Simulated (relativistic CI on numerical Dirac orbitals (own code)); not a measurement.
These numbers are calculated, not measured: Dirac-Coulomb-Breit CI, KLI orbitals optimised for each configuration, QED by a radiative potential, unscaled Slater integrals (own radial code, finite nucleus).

The strongest absorption lines from the ground level of an ion, among the configurations computed and to levels below about 241 eV (vacuum wavelength in nm, gf): 6.5592 (0.57), 6.6607 (0.28), 6.7409 (0.5), 6.9825 (0.76), 7.0047 (0.64), 7.0158 (0.25), 7.0870 (0.25), 7.1525 (0.23).

Problem. Which ion is it?
A. Rh²⁰⁺
B. Ag²⁴⁺
C. In²⁶⁺
D. Rh²²⁺

Solution. D. Rh²²⁺ has 23 electrons and the ground level 3s²3p⁶3d⁵ ⁶S5/2; the strongest line goes to 3s²3p⁵3d⁶ ⁶P°3/2. The pattern of lines fixes the number of electrons, and along that sequence the line energies rise steadily with the charge (about as its square where n changes within one kind of shell, about linearly where n is kept but much faster in heavy ions where fine structure, which grows about as Z⁴, sets the gap, and irregularly where shells cross), which fixes Z. Configurations outside the model, such as inner-shell arrays, can give stronger lines. At this charge energies of transitions that change n are usually good to better than 1 %, and those within a shell (Δn = 0) to a few per cent. Terms inside the open d or f shell come out 10 to 20 % too wide with unscaled integrals.

LS names give the leading component of a level, which can be under half, so a name can repeat, a term be missing and a line seem to break the LS rules.
